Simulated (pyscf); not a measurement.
## HO–SiH(OH)–O–SiH₃, singlet

Gas-phase minimum from PySCF at ωB97X-D3(BJ)/def2-SVP, one conformer. 

```xyz
11

O     -2.4128    -0.2279    -1.5855
Si    -1.0860     0.3068    -0.7498
O     -1.2177     1.9489    -0.6072
O      0.2797    -0.0882    -1.5987
Si     1.4604     0.8406    -2.3206
H     -2.3167    -1.0487    -2.0789
H     -0.9804    -0.2675     0.6039
H     -1.7198     2.3999    -1.2944
H      2.2263     1.6077    -1.2992
H      0.8486     1.7969    -3.2895
H      2.3784    -0.0730    -3.0512
```

Bonds (Å): O1–Si2 1.657, O1–H6 0.963, Si2–O3 1.653, Si2–O4 1.656, Si2–H7 1.474, O3–H8 0.963, O4–Si5 1.667, Si5–H9 1.489, Si5–H10 1.492, Si5–H11 1.487. Bond angles (°): Si2–O1–H6 117.0, O1–Si2–O3 107.5, O1–Si2–O4 109.0, O1–Si2–H7 113.3, O3–Si2–O4 110.3, O3–Si2–H7 108.3, O4–Si2–H7 108.6, Si2–O3–H8 116.4, Si2–O4–Si5 132.3, O4–Si5–H9 110.8, O4–Si5–H10 110.4, O4–Si5–H11 107.9, H9–Si5–H10 109.0, H9–Si5–H11 109.6 (the first ones only).

Properties at ωB97X-D3(BJ)/def2-SVP:

```json
{
  "harmonic_wavenumbers_unscaled": "35, 80, 100, 141, 212, 307, 330, 410, 644, 740, 758, 765, 785, 855, 889, 922, 967, 972, 983, 1018, 1079, 2252, 2270, 2283, 2348, 3932, 3941 cm⁻¹",
  "zero_point_energy": "42.9 kcal/mol",
  "rotational_symmetry_number": "1",
  "Entropy of this conformer at 298 K and 1 atm, rigid rotor and harmonic oscillator, modes under 100 cm⁻¹ raised to 100": "369.5 J/(mol K)",
  "dipole_moment": "1.57 D"
}
```

Single-point totals, which compare only within one level:

| level | total energy (hartree) |
|---|---|
| ωB97X-D3(BJ)/def2-TZVP | -808.67154 |
| PBE/def2-TZVP | -808.02824 |
| r²SCAN/def2-TZVP | -808.42048 |
| B3LYP-D3(BJ)/def2-TZVP | -808.64466 |
| PBE0-D3(BJ)/def2-TZVP | -808.09761 |
| M06-2X/def2-TZVP | -808.46089 |
| ωB97M-D3(BJ)/def2-TZVP | -808.71765 |

The lowest mode is so soft that the shape along it may change with the basis. Soft torsions are taken as harmonic, which can shift the entropy by several J/(mol K).
